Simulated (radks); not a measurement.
Values are calculated unless marked as measured or tabulated.
Q: These are the eigenvalues of the occupied orbitals of an atom or ion with whole-number occupations (eV). Code: a radial shooting solver on a logarithmic mesh with Libxc functionals. Model: scalar-relativistic Kohn-Sham, PBEsol, spin-unpolarised, spherical densities, point nucleus.

1s: -71641.41
2s: -12421.49
2p: -10840.34
3s: -2875.584
3p: -2409.458
3d: -1881.109
4s: -599.7646
4p: -446.8791
4d: -255.1691
5s: -85.2924
5p: -47.0318
4f: -42.3454
6s: -5.9808
5d: -5.3988

Which element is it, and in what charge state? The configuration may be excited.

A: Z = 75, rhenium, charge 0: Re in [Xe] 4f14 5d5 6s2. The list shows which subshells hold electrons but not how many an open one holds; the 1s level, -2632.8 hartree, gives Z - s = 72.6 by -(Z - s)^2/2, which with screening and relativity narrows Z to a few neighbours, and the depths of the outer levels then fix element, charge and occupations together.
